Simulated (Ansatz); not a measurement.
Geometry optimisation, RKS PBE/6-31G* (Ansatz).

The input (input.yaml):

```yaml
crystal:
  periodic: [false, false, false]
  atoms:
    - { symbol: Si, position_ang: [0.150035, 0.632244, 0.737133] }
    - { symbol: H, position_ang: [0.58833, 1.4886, 1.840431] }
    - { symbol: "N", position_ang: [1.828143, 0.083196, 0.515279] }
    - { symbol: C, position_ang: [2.169327, -1.00135, -0.399084] }
    - { symbol: H, position_ang: [1.282695, -1.630179, -0.59243] }
    - { symbol: H, position_ang: [2.552322, -0.640181, -1.380469] }
    - { symbol: H, position_ang: [2.956287, -1.651554, 0.03926] }
    - { symbol: C, position_ang: [2.977429, 0.899055, 0.868707] }
    - { symbol: H, position_ang: [3.44462, 1.391978, -0.013638] }
    - { symbol: H, position_ang: [2.685616, 1.684702, 1.586387] }
    - { symbol: H, position_ang: [3.762995, 0.276692, 1.347976] }
    - { symbol: "N", position_ang: [-0.736667, 1.462311, -0.507859] }
    - { symbol: C, position_ang: [-1.952819, 0.951203, -1.126413] }
    - { symbol: H, position_ang: [-2.223624, -0.023033, -0.687532] }
    - { symbol: H, position_ang: [-2.807454, 1.646162, -0.974632] }
    - { symbol: H, position_ang: [-1.828192, 0.81392, -2.222929] }
    - { symbol: C, position_ang: [-0.302152, 2.746349, -1.037794] }
    - { symbol: H, position_ang: [-0.09994, 2.688754, -2.129609] }
    - { symbol: H, position_ang: [-1.069705, 3.536254, -0.881576] }
    - { symbol: H, position_ang: [0.628229, 3.073958, -0.540472] }
    - { symbol: H, position_ang: [-0.717476, -0.54538, 1.062363] }
basis:
  gaussian: { orbitals: "6-31G*" }
hamiltonian:
  xc: pbe
relax:
  f_tol: 0.03
  max_steps: 50
output:
  orbitals: {}
```

Launched with:

```bash
$ ansatz run input.yaml --threads 4 --pin off --max-ram 5120MiB --backend cpu --events-out ev --progress --plain --runs-dir out
```

Question: Where does it end, and by what steps?

Answer: The forces met the threshold. After 13 steps the energy has fallen by 0.195 eV; H20 moved furthest, 1.00 Å.

```json
{"step": "0", "energy less start (eV)": "0.0000", "largest force component (eV/Å)": "1.142", "accepted": "yes"}
{"step": "1", "energy less start (eV)": "-0.1340", "largest force component (eV/Å)": "0.525", "accepted": "yes"}
{"step": "2", "energy less start (eV)": "-0.1146", "largest force component (eV/Å)": "0.510", "accepted": "no"}
{"step": "3", "energy less start (eV)": "-0.1541", "largest force component (eV/Å)": "0.071", "accepted": "yes"}
{"step": "4", "energy less start (eV)": "-0.1578", "largest force component (eV/Å)": "0.114", "accepted": "yes"}
{"step": "5", "energy less start (eV)": "-0.1629", "largest force component (eV/Å)": "0.070", "accepted": "yes"}
{"step": "6", "energy less start (eV)": "-0.1661", "largest force component (eV/Å)": "0.210", "accepted": "yes"}
{"step": "7", "energy less start (eV)": "-0.1734", "largest force component (eV/Å)": "0.132", "accepted": "yes"}
{"step": "8", "energy less start (eV)": "-0.1818", "largest force component (eV/Å)": "0.042", "accepted": "yes"}
{"step": "9", "energy less start (eV)": "-0.1873", "largest force component (eV/Å)": "0.087", "accepted": "yes"}
{"step": "10", "energy less start (eV)": "-0.1903", "largest force component (eV/Å)": "0.088", "accepted": "yes"}
{"step": "11", "energy less start (eV)": "-0.1934", "largest force component (eV/Å)": "0.070", "accepted": "yes"}
{"step": "12", "energy less start (eV)": "-0.1945", "largest force component (eV/Å)": "0.031", "accepted": "yes"}
{"step": "13", "energy less start (eV)": "-0.1948", "largest force component (eV/Å)": "0.021", "accepted": "yes"}
```

```xyz
21
Properties=species:S:1:pos:R:3
Si 0.208 0.718 0.830
H 0.452 1.723 1.916
N 1.790 0.051 0.494
C 1.959 -1.216 -0.205
H 1.045 -1.826 -0.113
H 2.180 -1.087 -1.287
H 2.797 -1.794 0.237
C 2.989 0.878 0.486
H 3.297 1.183 -0.538
H 2.825 1.792 1.081
H 3.842 0.330 0.937
N -0.759 1.579 -0.347
C -1.545 0.882 -1.356
H -1.756 -0.150 -1.030
H -2.517 1.393 -1.512
H -1.036 0.834 -2.343
C -0.510 2.976 -0.673
H 0.088 3.104 -1.602
H -1.467 3.517 -0.820
H 0.032 3.470 0.152
H -0.627 -0.472 1.196
```

Whether the end is a true minimum wasn't checked by a vibrational analysis.

Run time: 29 s on 4 threads of Arm Neoverse V2 (shared host), peak memory 0.22 GiB.
